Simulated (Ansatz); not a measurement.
A nudged elastic band was laid between two geometries of AlCl₃H₄HfO₂ (11 atoms, charge 0, multiplicity 1).

Theory: RHF/def2-SVP (Ansatz).

```
movable images  : 5
climbing image  : yes
spring          : 5.0 eV/Å²
optimiser       : quadratic models (default)
start path      : through a guess of the saddle point
force threshold : 0.03 eV/Å
iteration limit : 60
end points      : relaxed
```

First end point:

```xyz
11
Properties=species:S:1:pos:R:3
Hf 0.105 -0.182 0.344
O 0.419 0.692 2.009
H 0.547 1.304 2.712
Cl 1.846 0.757 -0.985
Cl -2.075 0.626 -0.174
Cl -0.176 -2.255 -1.388
O 0.377 -2.029 1.368
Al 0.244 -3.635 0.409
H 1.662 -4.305 0.284
H -1.055 -4.413 0.837
H 0.566 -2.001 2.298
```

Last end point:

```xyz
11
Properties=species:S:1:pos:R:3
Hf 0.158 -0.579 -0.174
O 0.324 0.115 2.081
H -0.416 0.497 2.538
Cl 2.373 0.419 -0.101
Cl -1.990 0.494 0.216
Cl -0.026 -0.815 -2.547
O 0.184 -2.398 0.407
Al 0.225 -4.061 0.819
H 0.368 -5.125 -0.326
H 0.127 -4.427 2.346
H 1.135 0.439 2.454
```

Q: What changes between the two ends?

A: Bonds broken: Cl6–Al8, O7–H11. Bonds formed: O2–H11.

Q: Give the energies along the band, and the barrier.

A: It converged. The highest image is number 3 of 0 to 6, 34.2 kcal/mol above the first end and 23.6 kcal/mol above the last; the last end lies 10.6 kcal/mol above the first. A vibrational analysis at the climbing image gives one clearly imaginary mode, 1580i cm⁻¹, and a faint second one (28i cm⁻¹) that may be numerical noise or a soft torsion: probably a first-order saddle point. Another band between the same ends, with other settings, climbed to 0.956 eV only, so this may not be the lowest route. The orbitals stay closed-shell, which can raise the energy where a bond breaks towards radicals; this wasn't checked here.

| image | path coordinate (Å) | energy (kcal/mol) | Cl6–Al8 (Å) | O7–H11 (Å) | O2–H11 (Å) |
| --- | --- | --- | --- | --- | --- |
| 0 | 0.00 | 0.0 | 2.30 | 0.95 | 2.71 |
| 1 | 1.31 | 0.9 | 2.33 | 0.95 | 2.68 |
| 2 | 2.63 | 11.8 | 2.83 | 0.95 | 2.03 |
| 3 | 3.94 | 34.2 | 3.75 | 1.21 | 1.18 |
| 4 | 5.22 | 13.6 | 4.10 | 2.34 | 0.95 |
| 5 | 6.50 | 11.9 | 4.42 | 3.14 | 0.95 |
| 6 | 7.78 | 10.6 | 4.68 | 3.63 | 0.95 |

Q: What is the geometry of the highest image?

A: 
```xyz
11
Properties=species:S:1:pos:R:3
Hf 0.023 -0.304 -0.103
O 0.125 -0.027 2.002
H -0.207 0.520 2.697
Cl 2.086 0.443 -1.004
Cl -1.559 1.498 -0.196
Cl -1.033 -1.762 -1.702
O 0.456 -2.014 1.058
Al 0.673 -3.730 1.003
H 1.407 -4.348 -0.233
H 0.166 -4.527 2.258
H 0.325 -1.190 1.936
```

Run time: 5.5 min on 4 threads of Arm Neoverse V2 (shared host), peak memory 0.49 GiB.
